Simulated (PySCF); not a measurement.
Sn(H)2(vinyl)(OH) (C₂H₆OSn), SMILES [OH][SnH2][CH]=C.

Geometry optimised at PBE0-D3(BJ)/def2-SVP. The structure was generated by enumeration; whether it is a known compound was not checked. The def2 effective core potentials stand for the cores of Sn; spin–orbit coupling is left out. The values are those of a single conformer.

Two levels are set side by side: PBE/def2-TZVP (PySCF) and M06-2X/def2-TZVP (PySCF). Same geometry, gas phase. Differences are taken from unrounded values.

```json
[
 {"quantity": "orbital gap (eV)", "PBE": "4.57"},
 {"quantity": "highest occupied level (eV)", "PBE": "-6.39"},
 {"quantity": "lowest empty level (eV)", "PBE": "-1.82"},
 {"quantity": "dipole moment (D)", "PBE": "2.21"},
 {"quantity": "mean polarisability (bohr³)", "PBE": "68.6"}
]
```

### Question
These are the PBE values. What does M06-2X give? (The exact figures need the calculation; the answer reports its results.)

### Answer

```csv
quantity,M06-2X,PBE minus M06-2X
orbital gap (eV),9.20,-4.63
highest occupied level (eV),-9.32,2.93
lowest empty level (eV),-0.12,-1.70
dipole moment (D),2.40,-0.19
mean polarisability (bohr³),65.0,3.6
```

PBE's occupied levels lie high since its potential decays too fast outside the molecule; exact exchange lowers them and widens the gap. PBE's more diffuse valence density responds more strongly to a field. Differences between two approximate levels are no errors against the true value.

Rough cost on one machine, each run with all the roots and properties that it gave: M06-2X against PBE about 3 times.
